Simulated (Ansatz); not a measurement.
Total energies of `CN(C)c1cc2sc(-c3cc4sc(-c5cc6sc(-c7cc8sc(-c9cc%10sc(-c%11cc%12sc(C#N)cc%12s%11)cc%10s9)cc8s7)cc6s5)cc4s3)cc2s1` from Ansatz at PBE0-D4/def2-SVP, gas phase (1 Eh = 27.2114 eV = 2625.5 kJ/mol). The reference geometry is relaxed at PBE-D4/def2-SVP.

| state | geometry | energy (Eh) |
| --- | --- | --- |
| charge 0 singlet | reference | -6378.74315 |
| charge 1 doublet | reference | -6378.53141 |
| charge -1 doublet | reference | -6378.81818 |
| free C atom (triplet) | – | -37.76066 |
| free N atom (quartet) | – | -54.47898 |
| free S atom (triplet) | – | -397.83788 |
| free H atom (doublet) | – | -0.50029 |

Single mean-field runs in def2-SVP are fitted with def2-universal-jkfit.

Problem. Work out the vertical ionisation energy to the doublet.

Solution. E(charge 1 doublet) − E(charge 0 singlet) = -6378.53141 − (-6378.74315) = 0.21174 Eh = 5.76 eV. For comparison, −ε of the highest occupied level is 4.95 eV at this level, 0.81 eV less.

Problem. Work out the vertical electron affinity, to the doublet.

Solution. E(charge 0 singlet) − E(charge -1 doublet) = -6378.74315 − (-6378.81818) = 0.07503 Eh = 2.04 eV. The basis lacks diffuse functions, which makes affinities too small.

Problem. Give the fundamental gap IE − EA, the Mulliken electronegativity (IE + EA)/2 and the hardness (IE − EA)/2.

Solution. From the values in Eh: IE − EA = 0.21174 − 0.07503 = 0.13671 Eh = 3.72 eV; (IE + EA)/2 = 3.90 eV; (IE − EA)/2 = 1.86 eV. The HOMO–LUMO gap of the same run is 2.18 eV, 1.54 eV smaller than the fundamental gap.

Problem. What is the binding energy per atom against free atoms?

Solution. Atoms: 39 × (-37.76066) + 2 × (-54.47898) + 12 × (-397.83788) + 18 × (-0.50029) = -6364.68348 Eh. Binding: -6364.68348 − (-6378.74315) = 14.05967 Eh = 382.58 eV, or 5.39 eV for each of 71 atoms (no zero-point energy, no counterpoise term).
